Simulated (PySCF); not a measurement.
Task: Write a Z-matrix for `C[Si@H](P)OC` as optimised with PBE0-D3(BJ)/def2-SVP.

Result: 
Z-matrix in Å and degrees, rows numbered from 1:
```
C 
O   1  1.3979
Si  2  1.6674  1  124.04
C   3  1.8621  2  107.22  1   176.13
P   3  2.2741  2  108.93  1    57.63
H   1  1.1008  2  108.94  3   174.46
H   1  1.1066  2  112.31  3    55.10
H   1  1.1066  2  111.92  3   -66.52
H   3  1.5001  2  109.14  1   -63.44
H   4  1.1010  3  110.05  2    55.56
H   4  1.1009  3  110.84  2   175.37
H   4  1.1004  3  110.75  2   -64.12
H   5  1.4305  3   92.11  2  -179.10
H   5  1.4296  3   94.40  2   -85.80
```

P5 (three-coordinate phosphorus) is pyramidal (angles 94.4°, 93.1° and 92.1°, sum 279.6°, 0.87 Å off the plane of its three neighbours). Si3 (oxygen-bound silicon) is tetrahedral (angles from 107.2° to 111.1°).

Level of theory: PBE0-D3(BJ)/def2-SVP geometry optimisation, gas phase in PySCF.

Point group: C1 (no symmetry element, even within 0.4 Å). Whether it is a minimum is left open (no frequencies). One conformer, not necessarily the lowest (C1–O2–Si3–C4 176°, O2–Si3–P5–H -179° and -86°).
